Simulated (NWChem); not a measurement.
Species: C3H2F2; SMILES FC=C=CF

All runs: NWChem. Geometry: optimised at PBE0/def2-SVP. Level: PBE0/def2-SVP with COSMO at NWChem's default radii, gas-phase geometry; the question gives the dielectric constant.

### Question
Predict the results for dielectric constant 2.4. Quantities: electrostatic solvation energy (kcal/mol); dipole in solution (D).

### Answer
```json
{
 "electrostatic solvation energy (kcal/mol)": "-1.6",
 "dipole in solution (D)": "1.81"
}
```
